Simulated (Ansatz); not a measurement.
`CO[Si](C)(N)O` and `CO[SiH](C)N` differ in one atom or group.

Ansatz, PBE0-D4/def2-TZVP geometries, multiplicity 1. Each molecule was computed in one conformer, which needn't be the lowest.

```
                                          property  `CO[Si](C)(N)O`
                 LUMO energy (PBE/def2-TZVPP) / eV             0.01
              HOMO–LUMO gap (PBE0/def2-TZVPP) / eV             8.35
size of the dipole moment (ωB97M-V/def2-TZVPP) / D             1.20
                LUMO energy (PBE0/def2-TZVPP) / eV             0.83
             LUMO energy (ωB97M-V/def2-TZVPP) / eV             2.21
  size of the dipole moment (B3LYP/def2-TZVPP) / D             1.21
```

**Question.** Give the same properties after the change, and the shifts. (Best estimate.)

**Answer.** Computed: 
| property | `CO[SiH](C)N` | shift |
| --- | --- | --- |
| LUMO energy (PBE/def2-TZVPP) / eV | 0.07 | 0.06 |
| HOMO–LUMO gap (PBE0/def2-TZVPP) / eV | 8.28 | -0.07 |
| size of the dipole moment (ωB97M-V/def2-TZVPP) / D | 2.11 | 0.91 |
| LUMO energy (PBE0/def2-TZVPP) / eV | 0.88 | 0.05 |
| LUMO energy (ωB97M-V/def2-TZVPP) / eV | 2.26 | 0.05 |
| size of the dipole moment (B3LYP/def2-TZVPP) / D | 2.08 | 0.87 |

With PBE0 the HOMO rises by 0.11 eV and the LUMO rises by 0.05 eV, so the gap narrows by about 0.06 eV. PBE moves the HOMO by 0.09 eV and ωB97M-V by 0.14 eV. Dipoles are sizes alone; their direction can turn.

B3LYP here is the variant with VWN-RPA as its local correlation; programs differ in this.
